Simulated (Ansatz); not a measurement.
The same carbene extrusion along the group N, As, Sb.

Gas-phase electronic energies from Ansatz, PBE0-D4/def2-TZVP geometries. CCSD(T)/CBS adds triple-zeta CCSD(T) − MP2 to the extrapolated MP2 energy (def2 sets, frozen cores). This one scheme is used for every species. Functionals use def2-TZVPP. B3LYP here is the variant with VWN-RPA as its local correlation; programs differ in this. Triplets are unrestricted, without spin–orbit coupling. Elements past krypton have def2 core potentials. For As, Sb outer-core shells are correlated without core-valence functions, which leaves a few kJ/mol of doubt a bond. Scalar relativity is left out up to krypton. Each species was taken in one conformer, which may not be the lowest.

```csv
reaction,CCSD(T)/CBS(def2) (eV)
`CCN[SiH3]` → `CN[SiH3]` + `[CH2]` (triplet),?
`CC[AsH][SiH3]` → `C[AsH][SiH3]` + `[CH2]` (triplet),4.49
`C[CH2][SbH][SiH3]` → `[CH3][SbH][SiH3]` + `[CH2]` (triplet),4.46
```

(1) Fill in the missing values. (Best estimate.)

Largest T1 diagnostic: 0.013, for `[CH3][SbH][SiH3]`.

Results:

(1) Computed: `CCN[SiH3]` → `CN[SiH3]` + `[CH2]` (triplet): +4.60 eV.
